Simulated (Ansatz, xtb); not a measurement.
# BClGeH+: which of two structures lies lower

Structure I is a singlet given by its coordinates and structure II is a triplet given by its coordinates. Both are isolated ions in the gas phase, relaxed with BLYP-D3(BJ)/def2-SVP.

I (Å):

| atom | x (Å) | y (Å) | z (Å) |
| --- | --- | --- | --- |
| B | -0.7049 | -0.1031 | 0.5602 |
| Cl | -2.3188 | -0.4296 | 0.5713 |
| Ge | 1.4593 | 0.2485 | 0.3925 |
| H | 1.1819 | 0.9908 | 1.8082 |

Close contacts (Å): B1–Cl2 1.65, B1–Ge3 2.20, Ge3–H4 1.62.

II (Å):

```yaml
atoms:
  - { symbol: B, position_ang: [-0.4314, -0.5800, -0.8916] }
  - { symbol: Cl, position_ang: [1.1377, -1.1078, -0.5639] }
  - { symbol: Ge, position_ang: [-1.9428, 0.1512, 0.4577] }
  - { symbol: H, position_ang: [-1.1094, -0.4678, -1.8989] }
```

Close contacts (Å): B1–Cl2 1.69, B1–Ge3 2.15, B1–H4 1.22.

Question: Estimate which is lower in electronic energy at CCSD(T)/def2-TZVPP, and by roughly how much.

Answer: The CCSD(T)/def2-TZVPP calculation puts structure I lower, by 0.471 eV.

The same difference at several levels:

| level | geometry | E(II) − E(I) (eV) | departure from the last row (eV) | job, with rough time for the two |
| --- | --- | --- | --- | --- |
| BLYP-D3(BJ)/def2-SVP | BLYP-D3(BJ)/def2-SVP | +0.280 | −0.191 | optimisation, 29 s |
| HF/def2-TZVPP | BLYP-D3(BJ)/def2-SVP | −0.051 | −0.522 | part of the CCSD(T) run |
| MP2/def2-TZVPP | BLYP-D3(BJ)/def2-SVP | +0.371 | −0.100 | part of the CCSD(T) run |
| CCSD(T)/def2-TZVPP | BLYP-D3(BJ)/def2-SVP | +0.471 |  | single point, 86 s |

HF/def2-TZVPP puts the two in the other order. The largest departure from CCSD(T)/def2-TZVPP is that of HF/def2-TZVPP, 0.522 eV. Levels run at GFN2-xTB geometries aren't shown. The triplet state of II needn't be its ground state.

With harmonic frequencies from BLYP-D3(BJ)/def2-SVP (ideal gas, rigid rotor, one conformer each, 298.15 K, 1 atm): the zero-point term adds +0.066 eV; ΔH is +0.525 and ΔG +0.506 eV.

Open shells are spin-unrestricted. The correlated steps freeze 15 core orbitals; the filled d shell of Ge is correlated, in a basis made for valence electrons. ΔG holds the spin degeneracy. Programs: Ansatz 0.2.0; the last row on 1 thread of Intel(R) Xeon(R) Platinum 8375C CPU @ 2.90GHz (Ice Lake) on a shared host.
